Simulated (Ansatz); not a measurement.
```xyz
15

B     1.5579    0.5884   -1.5259
N     0.4385    0.1623   -0.4691
C     0.4442   -1.0610    0.0669
C    -0.4749   -1.4475    1.0208
C    -1.4373   -0.5409    1.4334
C    -1.4409    0.7251    0.8713
C    -0.4897    1.0392   -0.0775
H     1.8874   -0.4242   -2.1052
H     1.0506    1.4199   -2.2476
H     2.4672    1.0526   -0.8643
H     1.2177   -1.7206   -0.3033
H    -0.4321   -2.4500    1.4262
H    -2.1747   -0.8176    2.1773
H    -2.1742    1.4679    1.1566
H    -0.4397    2.0064   -0.5597
```

The species carries charge 0 and has multiplicity 1.

(1) List the CAM-B3LYP/def2-TZVPP orbital energies in eV (the Gaussian-basis code of Ansatz). (Best estimate.)

## Answers

(1) The calculation gave: Occupied: -393.64, -280.86, -280.86, -280.37, -280.07, -280.07, -183.26, -29.72, -25.43, -24.20, -20.58, -20.45, -18.14, -16.34, -15.79, -15.57, -14.66, -14.42, -13.11, -12.75, -11.19, -11.12, -9.84, -9.17, -8.67. Lowest empty: -0.88, -0.20, 1.77, 2.60, 2.74, 3.16, 3.61, 3.65.
